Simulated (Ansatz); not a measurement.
`O[Si](O)(O)[TeH]` + `N[SiH2]CF` → `N[SiH2]C(F)[TeH]` + `O[SiH](O)O`  (formal exchange of groups at a Te–Si bond)

Computed with Ansatz on PBE0-D4/def2-TZVP structures; ΔE is electronic, products minus reactants. CCSD(T)/CBS is the MP2 limit (def2-TZVPP, def2-QZVPP) plus CCSD(T) − MP2 in def2-TZVPP, frozen cores. def2 core potentials past Kr. For Te outer-core shells are correlated without core-valence functions, which leaves a few kJ/mol of doubt a bond. Each species was taken in one conformer, which may not be the lowest.

`O[Si](O)(O)[TeH]`:

Cartesian coordinates in Å:
```
O 0.366 0.727 -1.457
Si 0.197 0.006 -0.004
O 1.563 -0.854 0.263
O -0.074 1.203 1.068
Te -1.678 -1.620 0.163
H 0.542 0.168 -2.215
H 1.638 -1.308 1.105
H 0.236 2.075 0.814
H -2.789 -0.397 0.263
```

`N[SiH2]CF`:

```xyz
10

N    -0.930    0.147    1.314
Si    0.440    0.477    0.334
C     0.358   -0.671   -1.165
F    -0.834   -0.435   -1.856
H    -0.964    0.484    2.262
H    -1.845    0.176    0.891
H     0.551    1.874   -0.181
H     1.665    0.178    1.124
H     1.190   -0.506   -1.858
H     0.368   -1.724   -0.864
```

`N[SiH2]C(F)[TeH]`:

Cartesian coordinates in Å:
```
N 0.048 -1.268 1.297
Si -0.807 -0.374 0.121
C 0.336 0.394 -1.189
F -0.387 0.974 -2.217
Te 1.683 1.797 -0.271
H 0.763 -0.848 1.867
H 0.160 -2.263 1.213
H -1.736 -1.318 -0.554
H -1.551 0.763 0.721
H 1.010 -0.353 -1.624
H 0.481 2.496 0.635
```

`O[SiH](O)O`:

Z-matrix (Å, degrees):
```
Si
O 1 1.641
O 1 1.633 2 105.0
O 1 1.630 2 114.4 3 -119.5
H 1 1.476 2 110.6 3 122.9
H 2 0.958 1 117.9 3 -173.6
H 3 0.958 1 116.6 2 25.4
H 4 0.959 1 117.6 2 72.3
```

| species | CCSD(T)/CBS(def2) energy (Eh) |
| --- | --- |
| `O[Si](O)(O)[TeH]` | -784.92086 |
| `N[SiH2]CF` | -485.25003 |
| `N[SiH2]C(F)[TeH]` | -752.97095 |
| `O[SiH](O)O` | -517.17167 |

Work out ΔE.

ΔE = (-752.97095) + (-517.17167) − (-784.92086) − (-485.25003) = 0.02827 Eh = +74.2 kJ/mol.

Largest T1 diagnostic among the species: 0.012.

From PBE to PBE0 (25 % exact exchange), in def2-TZVPP and without D4, ΔE moves by +6.5 kJ/mol. In def2-TZVPP, CCSD(T) changes the Hartree–Fock value by −17.8 kJ/mol (the triples alone add −3.5 kJ/mol) and MP2 by −16.4 kJ/mol.
